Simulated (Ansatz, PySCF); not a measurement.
System: SnO$_{2}$, net charge 0, singlet state. SMILES: [O]=[Sn]=[O]
Geometry from a B3LYP-D3(BJ)/def2-TZVP (Ansatz, a first-principles code) optimisation:
```
Sn
O 1 1.8140
O 1 1.8140 2 180.00
```
Charge 0, spin multiplicity 1.

Wanted: atomisation energy (electronic, to ground-state atoms), in kJ/mol. Cores are frozen in the correlated levels unless marked. Open shells are spin-unrestricted. Spin-orbit coupling is left out. Frozen are the shells of the preceding noble gas and the d and f shells that filled before the atom's block. In def2 rows, elements after Kr have scalar-relativistic effective core potentials. STO-3G rows are all-electron and non-relativistic. The coupled-cluster limit lacks core correlation, which all-electron functionals hold. CBS marks a two-point X^-3 extrapolation of the correlation energy; Hartree-Fock from the larger set. The bracket is a focal-point correction in the basis named.

```tsv
level	program	atomisation energy (kJ/mol)
HF-D3(BJ)/def2-TZVPD	PySCF + dftd3	178.8
TPSS/def2-TZVPD	PySCF	826.3
r2SCAN-D3(BJ)/def2-TZVPD	Ansatz + dftd3	806.5
PBE0-D3(BJ)/def2-TZVPD	Ansatz + dftd3	753.3
PBE0-D4/def2-TZVPD	Ansatz + dftd4	754.1
PW6B95-D4/def2-TZVPD	PySCF + dftd4	773.4
B2PLYP-D3(BJ)/def2-TZVPD	Ansatz + dftd3	811.7
MP2/def2-TZVPP	Ansatz	864.5
RI-MP2/def2-TZVPP	Ansatz	864.4
RI-MP2/CBS(def2-TZVPPD,def2-QZVPPD)	Ansatz	921.6
SCS-MP2/STO-3G	Ansatz	451.6
CCSD(T)/def2-TZVPP	Ansatz	749.6
CCSD(T)/def2-TZVPPD	Ansatz	759.5
RI-MP2/CBS(def2-TZVPPD,def2-QZVPPD)+[CCSD(T)-MP2]/def2-QZVPPD	Ansatz	804.8
CCSD(T)/CBS(def2-TZVPPD,def2-QZVPPD)	Ansatz	804.3
```

The Hartree-Fock reference is unstable (checked in the largest basis), which strains HF and MP2. The T1 diagnostic of CCSD in the largest basis is 0.034, which is high, so the coupled-cluster rows are less sure than usual.
